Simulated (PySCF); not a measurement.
**Core-level binding energies of `[SiH3]C([SiH3])([SiH3])Cl`**

Compound: CH9ClSi3.
Bonds: Si1–C2, C2–Si3, C2–Si4, C2–Cl5. Hydrogens: H6, H7, H8 on Si1; H9, H10, H11 on Si3; H12, H13, H14 on Si4.

Computed, not measured: delta-SCF UKS SCAN, pcX-2 on the ionised atom, pcseg-1 elsewhere, spin-free X2C in PySCF 2.14.0. These are vertical core ionisation energies against the vacuum level, from separate self-consistent calculations with and without the core hole.

Q: What binding energy does each computed site have?

A: 
```
    atom(s)    bonded to     level  binding energy (eV)  2p1/2 (eV)  count
Si1/Si3/Si4    C and 3 H  Si 2p3/2               106.99      107.61      3
Si1/Si3/Si4    C and 3 H     Si 1s              1846.77           –      3
         C2  Cl and 3 Si      C 1s               291.08           –      1
        Cl5            C  Cl 2p3/2               205.82      207.48      1
        Cl5            C     Cl 1s              2828.43           –      1
```

Q: Which photon energy gives electrons from Si 1s of Si1/Si3/Si4 a kinetic energy of 200 eV, and what is their de Broglie wavelength?

A: hν = 1846.77 + 200 = 2046.77 eV, recoil neglected; λ = 12.264 Å/√(E/eV) = 0.87 Å.

The first atom of each set that the bonding makes equivalent was ionised and stands for the set. The 2p values aren't plain energy differences: one relaxed spin-free 2p hole is combined with a matrix within the shell (ground-state 2p orbital-energy differences and spin–orbit coupling). 2p3/2, the mean of its two sublevels, lies a third of the splitting below the shell's mean and 2p1/2 two thirds above it; the statistical areas are 2:1. 2p1/2 minus 2p3/2 (ligand field included): Si 0.62 eV, Cl 1.65 eV. Isolated species at its PBE0-D3(BJ)/def2-SVP geometry, gas phase.

The run took 33 s of wall time on one thread, Arm Neoverse V2 (aarch64) (shared host), and the process peaked at 0.64 GiB of memory.
